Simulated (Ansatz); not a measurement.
The same path of CH$_{6}$NSn (9 atoms, charge 1, multiplicity 1) was run twice with different band settings. The coordinate that changes most is the dihedral C1–N2–Sn3–H9.

Theory: RKS PBE/def2-SVP (Ansatz).

Relaxed end points:

```xyz
9
Properties=species:S:1:pos:R:3
C -0.442 1.099 -1.115
N -0.664 0.395 -0.064
Sn 0.722 -1.084 0.910
H -1.201 1.801 -1.512
H 0.524 1.011 -1.647
H -1.592 0.539 0.370
H 2.048 -0.867 -0.148
H -0.214 -2.504 0.736
H 0.820 -0.390 2.469
```

```xyz
9
Properties=species:S:1:pos:R:3
C -0.886 0.787 -1.115
N -0.145 0.758 -0.067
Sn 0.777 -1.046 0.911
H -1.290 1.739 -1.512
H -1.135 -0.152 -1.644
H 0.038 1.680 0.365
H 2.422 -0.588 0.845
H 0.222 -2.208 -0.214
H -0.002 -0.971 2.431
```

Common settings: movable images 5; climbing image yes; spring 5.0 eV/Å²; optimiser quadratic models (default); start path through a guess of the saddle point; iteration limit 60; end points relaxed.

| run | force threshold |
| --- | --- |
| 1 | 0.05 eV/Å |
| 2 | 0.5 eV/Å |

Q: What does each run give, and how far can it be trusted?

A: Run 1: converged after 7 iterations, highest image 0.023 eV above the first end. A vibrational analysis at the climbing image gives one clearly imaginary mode, 76i cm⁻¹: a first-order saddle point.
Run 2: converged after 3 iterations, highest image 0.024 eV above the first end. The threshold of 0.5 eV/Å is loose, so the images may lie well off the minimum-energy path. Another band between the same ends (5 images) ends at a top of the same energy, where a vibrational analysis finds 1 clearly imaginary mode.
Limits of this set-up: the dipole of an ion depends on the origin.
